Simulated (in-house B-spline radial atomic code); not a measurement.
Ionisation energies with and without relativity, with size and susceptibility from the Dirac run. Dirac energy differences include first-order Breit, QED and recoil terms. NIST's values go from ground level to ground level; the uncertainty of those that are theory runs from under 0.1 % in few-electron ions to several per cent in heavy many-electron ones. Computed with a radial B-spline atomic code at the basis-set limit: non-relativistic Hartree-Fock and Dirac-Hartree-Fock, averages of the configuration (point nuclei without relativity, finite nuclei with it).

```
ion  configuration  configuration after  ionisation non-relativistic (eV)  ionisation Dirac Breit and QED (eV)  tabulated value (eV)  tabulated kind  radius at density 0.001 (bohr)  diamagnetic susceptibility (10⁻⁶ cm³/mol)
 Zr   [Kr] 4d2 5s2         [Kr] 4d2 5s1                             5.440                                5.600              6.634126        measured                           5.153                                    -54.626
 Nb   [Kr] 4d4 5s1             [Kr] 4d4                             5.176                                5.420               6.75885        measured                            4.82                                    -48.096
 Mo   [Kr] 4d5 5s1             [Kr] 4d5                             5.337                                5.610               7.09243        measured                           4.707                                    -46.177
 Tc   [Kr] 4d5 5s2         [Kr] 4d5 5s1                             6.136                                6.392               7.11938        measured                           4.846                                    -48.727
 Ru   [Kr] 4d7 5s1             [Kr] 4d7                             5.601                                5.933                7.3605        measured                           4.512                                    -42.904
 Rh   [Kr] 4d8 5s1             [Kr] 4d8                             5.712                                6.074                7.4589        measured                           4.429                                    -41.476
 Pd      [Kr] 4d10             [Kr] 4d9                             6.669                                6.453              8.336839        measured                           3.962                                    -34.041
 Ag  [Kr] 4d10 5s1            [Kr] 4d10                             5.909                                6.332              7.576234        measured                           4.286                                    -38.932
 Cd  [Kr] 4d10 5s2        [Kr] 4d10 5s1                             6.926                                7.342               8.99382        measured                           4.499                                    -41.462
```
